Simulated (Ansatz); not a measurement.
Stretching the Te1–F2 bond in F2Te (SMILES F[Te]F) (multiplicity 1 held, fragments rigid). Energies count from the point at 1.907 Å.
Geometry at that point (charge 0, multiplicity 1):
```tsv
atom	x (Å)	y (Å)	z (Å)
Te	0.0413	-0.0263	0.3272
F	0.5966	1.2887	-0.9380
F	-0.8352	-1.1366	-0.9523
```

Signs of static correlation in def2-SVP, from Ansatz (an electronic-structure program) runs.

```json
[
 {"R (Å)": "1.526", "T1 of restricted CCSD": "0.013", "⟨S²⟩ of UHF": "0.000", "largest double amplitude of restricted CCSD": "0.064"},
 {"R (Å)": "1.717", "T1 of restricted CCSD": "0.014", "⟨S²⟩ of UHF": "0.000", "largest double amplitude of restricted CCSD": "0.062"},
 {"R (Å)": "1.907", "T1 of restricted CCSD": "0.016", "⟨S²⟩ of UHF": "0.000", "largest double amplitude of restricted CCSD": "0.060"},
 {"R (Å)": "2.098", "T1 of restricted CCSD": "0.019", "⟨S²⟩ of UHF": "0.000", "largest double amplitude of restricted CCSD": "0.077"},
 {"R (Å)": "2.289", "T1 of restricted CCSD": "0.023", "⟨S²⟩ of UHF": "0.296", "largest double amplitude of restricted CCSD": "0.121"},
 {"R (Å)": "2.575", "T1 of restricted CCSD": "0.032", "⟨S²⟩ of UHF": "0.811", "largest double amplitude of restricted CCSD": "0.203"},
 {"R (Å)": "2.861", "T1 of restricted CCSD": "0.047", "⟨S²⟩ of UHF": "0.938", "largest double amplitude of restricted CCSD": "[?]"},
 {"R (Å)": "3.338", "T1 of restricted CCSD": "0.079", "⟨S²⟩ of UHF": "1.002", "largest double amplitude of restricted CCSD": "0.563"},
 {"R (Å)": "3.815", "T1 of restricted CCSD": "0.102", "⟨S²⟩ of UHF": "1.012", "largest double amplitude of restricted CCSD": "[?]"},
 {"R (Å)": "4.387", "T1 of restricted CCSD": "0.112", "⟨S²⟩ of UHF": "1.012", "largest double amplitude of restricted CCSD": "0.948"},
 {"R (Å)": "5.150", "T1 of restricted CCSD": "0.113", "⟨S²⟩ of UHF": "1.012", "largest double amplitude of restricted CCSD": "1.018"},
 {"R (Å)": "6.104", "T1 of restricted CCSD": "0.108", "⟨S²⟩ of UHF": "1.012", "largest double amplitude of restricted CCSD": "1.024"}
]
```

Q: Complete the blanks.

A: 
- 2.861, largest double amplitude of restricted CCSD: 0.313
- 3.815, largest double amplitude of restricted CCSD: 0.793

Doubts at one or more of the structures used: a restricted determinant that unrestricted orbitals would lower (R-CCSD(T)/def2-SVP); other coupled-cluster roots lie near (R-CCSD(T)/def2-SVP); T1 above 0.05 (R-CCSD(T)/def2-SVP, U-CCSD(T)/def2-SVP); a spin-contaminated determinant (U-CCSD(T)/def2-SVP).
